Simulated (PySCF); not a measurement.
**Worked example: entropy of an ideal gas**

AgI, SMILES [Ag][I], multiplicity 1.

Geometry optimised at PBE-D3(BJ)/def2-TZVP. The spin state was assumed, not searched. The def2 effective core potentials stand for the cores of Ag, I; spin–orbit coupling is left out.

PBE-D3(BJ)/def2-TZVP run with PySCF gives the harmonic wavenumbers 196 cm⁻¹ and the rotational temperature 0.0631 K. The molar mass is 234.77 g/mol, the symmetry number 1, the spin multiplicity 1.

Question: Work out the entropy at 298.15 K and 1 atm in the rigid-rotor, harmonic-oscillator model.

Answer: 
Translation (Sackur–Tetrode at 1 atm): S = R[1.5 ln M + 2.5 ln T − 1.16487] = 176.8 J/(mol K).
Rotation: q = T/(σ θ) = 4730, S = R[ln q + 1] = 78.7 J/(mol K).
Vibration: with u = 1.4388 ν/T, each mode gives R[u/(e^u − 1) − ln(1 − e^−u)]:
```csv
ν (cm⁻¹),modes,u,S (J/(mol K))
196,1,0.95,9.08
```
These are all the modes. Sum 9.1 J/(mol K).
Spin: R ln 1 = 0.0 J/(mol K).
Total 264.6 J/(mol K); the program's own thermochemistry gives 264.6. Translation makes up 67 % and vibration 3 %. Anharmonicity, hindered rotation and orbital degeneracy are left out.
